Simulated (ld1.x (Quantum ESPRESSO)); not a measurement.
In (Z = 49): one change to a TM potential, before and after

In, norm-conserving Troullier–Martins (Kleinman–Bylander form), made with ld1.x (Quantum ESPRESSO) 7.5 (PBEsol, scalar-relativistic). Core [Kr], reference 4d10 5s1.5 5p1.5. Waves: 5s (bound): rc 2.10 bohr; 5p (bound): rc 2.00 bohr; 4d (bound): rc 1.05 bohr. Local part: all-electron potential smoothed inside 1.70 bohr (lloc = -1). Core correction: none.

Change: wave 5p (bound): rc 2.00 bohr becomes 5p (bound): rc 2.68 bohr.

Cutoffs: the cutoffs (Ry, on a coarse ladder) from which the occupation-weighted sum of valence levels, in a spherical-Bessel basis at the reference potential, stays within 10 and 1 mRy of its value at 400 Ry; they do not see the model core or the augmentation charge, which bear on the density cutoff. Errors are all-electron minus pseudo energies relative to the spin-unpolarised reference configuration.

How do hardness, ghosts and transferability respond?

The potential gets neither clearly harder nor softer (100 Ry and 120 Ry → 100 Ry and 120 Ry); both files keep a bound ghost (s); of the 7 tests that both files solve, the error grows in 5 and shrinks in 0 by more than 15 % and 0.3 meV (median size 1.0 → 2.1 meV). More of the atom is replaced by a form fitted at one configuration, so other configurations suffer.

```tsv
quantity	base	changed
cutoff, loose	100 Ry	100 Ry
cutoff, tight	120 Ry	120 Ry
bound ghosts	s	s
error for 4d10 5s2 5p1, meV [ΔE -2.90 eV]	+0.6	+0.5
error for 4d10 5s2 5p0, meV [ΔE 2.46 eV]	-1.0	-2.1
error for 4d10 5s1 5p0, meV [ΔE 21.73 eV]	-6.3	-7.9
error for 4d10 5s2 5p1.3, meV [ΔE -3.44 eV]	+1.0	+0.9
error for 4d9 5s2 5p2, meV [ΔE 15.36 eV]	-103	-151
error for 4d10 5s2 5p0.5, meV [ΔE -0.96 eV]	0.0	-0.4
error for 4d9 5s2 5p1, meV [ΔE 22.19 eV]	-73	-112
```

 A true bound ghost makes a file unfit for plane-wave use even where its test errors are small: the radial tests pick states by their node count and pass the ghost by.
